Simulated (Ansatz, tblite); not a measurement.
Isomers of As6P2 (singlet), found by a short tight-binding search and relaxed with PBE-D4/def2-SVP in Ansatz.

The xTB rows come from tblite.

A: The restricted singlet is unstable towards broken spin symmetry in Hartree–Fock (as tested in another run); at PBE-D4/def2-TZVP, r2SCAN-D4/def2-TZVP, PBE0-D4/def2-TZVP this wasn't settled.

Other spin states were run for one of them alone.

A:

```xyz
8

P    -0.9030    0.1344   -1.6756
P    -1.0401   -0.9206    1.5910
As    2.2206    1.5113   -0.0515
As    0.8330   -1.9106    0.5960
As    1.3658   -0.3827   -1.3381
As   -1.4059   -1.9887   -0.5151
As   -1.5090    1.1077    0.3824
As    0.4387    2.4491    1.0109
```

B:

Cartesian coordinates in Å:
```
P 0.135 -0.162 -1.807
P -0.176 1.387 1.285
As 0.713 -2.235 -0.726
As -0.436 2.960 -0.453
As 1.453 1.327 -0.505
As -1.644 0.739 -0.478
As -1.028 -2.431 1.019
As 0.982 -1.586 1.666
```

Estimate their order by electronic energy at PBE0-D4/def2-TZVP, counted from the lowest.

A (0.00) < B (0.69), in eV.

Do the other levels pick the same lowest one?

All that were run do. Energies above each level's lowest (eV):

| level | A | B |
| --- | --- | --- |
| GFN1-xTB | 0.00 | 0.95 |
| GFN2-xTB | 0.00 | 0.43 |
| PBE-D4/def2-TZVP | 0.00 | 0.65 |
| r2SCAN-D4/def2-TZVP | 0.00 | 0.69 |
| PBE0-D4/def2-TZVP | 0.00 | 0.69 |
Point groups (tolerance 0.1 Å): A not assigned, B not assigned. Lower isomers may exist.
